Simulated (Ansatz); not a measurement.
A run for Ansatz (an electronic-structure program): R-CCSD(T)/aug-cc-pVTZ on CH2FN (a complex), monomers drawn apart or pushed together.

Ansatz 0.2 input:
```yaml
crystal:
  periodic: [false, false, false]
  atoms:
    - {symbol: F, position_ang: [-0.04811267, -0.99302390, -0.13729845]}
    - {symbol: H, position_ang: [0.03747627, -0.48044510, 0.64394619]}
    - {symbol: C, position_ang: [0.33599998, 1.29108352, 3.33297220]}
    - {symbol: N, position_ang: [0.22957647, 0.66385125, 2.38387108]}
    - {symbol: H, position_ang: [0.43545676, 1.87707231, 4.21957373]}
basis:
  gaussian:
    orbitals: aug-cc-pVTZ
magnetization: {spin_polarized: false}
correlation: {method: ccsd_t, electrons: outside_noble_gas}
scf: {lower_state_search: off}
```

It printed:

```
WARN ansatz: RAYON_NUM_THREADS=1 ignored (pool sized by the plan → 1); use --threads N
Functional definition: HF
these checks for a lower state are left out or cut short: stability, starts, cluster_reference, orbital_swaps, neighbouring_geometries, increment
integrals: 0.64 GiB planned
1089 factors; integrals over basis functions are off by at most 1.2e-3 eV
mean field: 0.40 GiB planned
mean field evaluation 1: about -5248.6320 eV, gradient 3.6e1 eV
mean field evaluation 2: about -5248.6359 eV, gradient 3.6e1 eV
mean field evaluation 4: about -5251.2089 eV, gradient 3.7e0 eV
mean field evaluation 8: about -5251.2515 eV, gradient 3.3e-1 eV
mean field -5251.25202774 eV, -192.9799525929 hartree, gradient 1.1e-6 eV, S^2 0.000000; 0 other end points of the search recorded, 0 dependent functions left out
3 core orbitals not correlated
reference -5251.25202774 eV, -192.9799525929 hartree; 9, 9 occupied and 172, 172 virtual orbitals, 1089 factors
second order -17.17344760 eV of doubles, -0.00000000 eV of singles
coupled cluster: 1.89 GiB planned
cycle   1  -16.75285706 eV  change    4.2e-1 eV  update   9.3e-2
cycle   2  -17.19603935 eV  change   -4.4e-1 eV  update   2.8e-2
cycle   3  -17.29713597 eV  change   -1.0e-1 eV  update   1.3e-2
cycle   4  -17.28830978 eV  change    8.8e-3 eV  update   3.2e-3
cycle   5  -17.29079709 eV  change   -2.5e-3 eV  update   1.3e-3
cycle   6  -17.29196156 eV  change   -1.2e-3 eV  update   3.4e-4
cycle   7  -17.29196651 eV  change   -4.9e-6 eV  update   1.2e-4
cycle   8  -17.29197354 eV  change   -7.0e-6 eV  update   3.4e-5
cycle   9  -17.29199322 eV  change   -2.0e-5 eV  update   1.2e-5
perturbative correction -0.70888507 eV, -0.0260510459 hartree
Total energy: -5269.25290603 eV, -193.6414726687 hartree
Checks for a lower state left out: stability, starts, cluster_reference, orbital_swaps, neighbouring_geometries, increment
```

The calculation finished and met its thresholds.

Cost: about 30 core-seconds (a rough figure).
